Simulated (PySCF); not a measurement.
Bond stretch in SiH, doublet.

Levels of theory: UMP2 = MP2 on UHF/cc-pVDZ, 5 core orbitals frozen (PySCF); NEVPT2 = PySCF with SC-NEVPT2 on CASSCF(5,5)/cc-pVDZ, all electrons correlated; ROKS-CAM-B3LYP = restricted open-shell CAM-B3LYP/cc-pVDZ run with PySCF 2.14.0; ROHF/cc-pVDZ (PySCF); ROKS-BLYP = restricted open-shell BLYP/cc-pVDZ (PySCF 2.14.0).

Energies are in kJ/mol, each relative to the lowest point of its own curve near equilibrium.

```json
[
 {"R / Å": "1.22", "UMP2": "122.7", "NEVPT2": "122.7", "ROKS-CAM-B3LYP": "118.5", "ROHF": "116.6", "ROKS-BLYP": "124.9"},
 {"R / Å": "1.29", "UMP2": "67.2", "NEVPT2": "67.6", "ROKS-CAM-B3LYP": "64.8", "ROHF": "62.3", "ROKS-BLYP": "70.3"},
 {"R / Å": "1.39", "UMP2": "20.5", "NEVPT2": "21.6", "ROKS-CAM-B3LYP": "20.1", "ROHF": "18.0", "ROKS-BLYP": "23.9"},
 {"R / Å": "1.45", "UMP2": "6.1", "NEVPT2": "7.5", "ROKS-CAM-B3LYP": "6.6", "ROHF": "5.3", "ROKS-BLYP": "9.2"},
 {"R / Å": "1.49", "UMP2": "1.4", "NEVPT2": "2.4", "ROKS-CAM-B3LYP": "1.9", "ROHF": "1.2", "ROKS-BLYP": "3.5"},
 {"R / Å": "1.53", "UMP2": "0.0", "NEVPT2": "0.1", "ROKS-CAM-B3LYP": "0.0", "ROHF": "0.0", "ROKS-BLYP": "0.6"},
 {"R / Å": "1.56", "UMP2": "0.6", "NEVPT2": "0.0", "ROKS-CAM-B3LYP": "0.2", "ROHF": "0.7", "ROKS-BLYP": "0.0"},
 {"R / Å": "1.63", "UMP2": "6.2", "NEVPT2": "3.9", "ROKS-CAM-B3LYP": "4.9", "ROHF": "6.9", "ROKS-BLYP": "2.7"},
 {"R / Å": "1.67", "UMP2": "11.7", "NEVPT2": "8.3", "ROKS-CAM-B3LYP": "9.8", "ROHF": "12.8", "ROKS-BLYP": "6.4"},
 {"R / Å": "1.80", "UMP2": "37.4", "NEVPT2": "29.9", "ROKS-CAM-B3LYP": "33.5", "ROHF": "39.7", "ROKS-BLYP": "26.0"},
 {"R / Å": "1.88", "UMP2": "57.0", "NEVPT2": "46.6", "ROKS-CAM-B3LYP": "52.0", "ROHF": "60.2", "ROKS-BLYP": "41.7"},
 {"R / Å": "2.06", "UMP2": "108.0", "NEVPT2": "87.9", "ROKS-CAM-B3LYP": "98.8", "ROHF": "111.7", "ROKS-BLYP": "81.9"}
]
```

At the longest distance, 2.06 Å, ROHF lies highest above its minimum (111.7 kJ/mol) and ROKS-BLYP lowest (81.9 kJ/mol).

The scan ran from 1.22 to 6.08 Å; beyond the distances shown one of the unrestricted levels run for this scan, shown here or not, changes its spin distribution in one step. The unrestricted determinant behind UMP2 is spin-contaminated at 1.22 Å (<S²> up to 0.9, against 0.75 for a pure doublet).
